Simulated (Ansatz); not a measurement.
## Worked example: the barrier

An elementary step of SiH$_{4}$SOF$_{2}$, closed shell (SiH₂OF₂ ([OH][SiH]([F])[F]) + H₂S → SiH₂SF₂ ([F][SiH]([F])[SH]) + H₂O; bonds formed: Si1–S7, O2–H6; bonds broken: Si1–O2, H6–S7). “Start” is the structure reached by relaxing down from the saddle towards the reactants; PBE0-D4/def2-TZVP structures. The saddle:

```xyz
9
angstrom
Si -0.5190 0.4948 0.3786
O 0.6701 -0.8147 0.5657
F -1.9946 -0.0101 0.0640
F -0.6606 0.5990 1.9892
H -0.0926 1.8712 0.1013
H 0.6888 -1.0785 -0.5143
S 0.0739 -0.1896 -1.9086
H 0.6422 -1.4230 1.3166
H 1.1919 0.5508 -1.9923
```

Computed with Ansatz 0.2.0 (basis: def2-TZVPP and def2-QZVPP); correlated methods freeze the cores.

Energies in eV:

| quantity | saddle | start |
| --- | --- | --- |
| Hartree–Fock, triple zeta (X = 3) | -26199.34918 | -26201.54209 |
| Hartree–Fock, quadruple zeta (X = 4) | -26200.27684 | -26202.49109 |
| MP2 correlation, X = 3 | -29.30808 | -28.58075 |
| MP2 correlation, X = 4 | -31.95422 | -31.17857 |
| CCSD(T) correlation, X = 3 | -31.06409 | -30.41983 |

(1) Work out the barrier at the basis limit: extrapolate Hartree–Fock as E(X) = E∞ + A exp(−7.88 √X) and the MP2 correlation as E(X) = E∞ + B X^−2.97 (the exponents that Neese and Valeev fitted for def2-TZVPP and QZVPP), then add CCSD(T) − MP2 in triple zeta.

No T1 diagnostic of these runs exceeds 0.012.

Answers

(1) Each step is linear, so take the differences first (saddle − start): Hartree–Fock 2.19291 (X = 3) and 2.21425 (X = 4); MP2 correlation -0.72733 and -0.77565; CCSD(T) correlation -0.64426.
Two points give E∞ = E(4) + w [E(4) − E(3)], with w = 1/(exp(7.88 (2 − √3)) − 1) = 0.1377 for Hartree–Fock and w = 1/((4/3)^2.97 − 1) = 0.7407 for the correlation.
Hartree–Fock: 2.21425 + 0.1377 × 0.02134 = 2.2172 eV.
MP2 correlation: -0.77565 + 0.7407 × (-0.04832) = -0.8114 eV.
CCSD(T) − MP2: -0.64426 − (-0.72733) = 0.0831 eV.
Sum: 2.2172 + (-0.8114) + 0.0831 = 1.4889 eV, or 34.33 kcal/mol. Plain CCSD(T) in triple zeta gives 1.5486 eV, so the larger basis shifts the result by -0.0597 eV.

Labels in which every atom is bracketed show which atoms are joined, not bond orders.

For scale, one of the runs: CCSD(T)/def2-TZVPP, 233 basis functions, launched by `ansatz run in.yaml --threads 4 --pin off --events-out ev --progress --plain --max-ram 9574MiB`. Hardware: 4 CPU threads of an Arm Neoverse V1, shared host. Wall time 2.3 min; peak host memory 4.2 GiB.
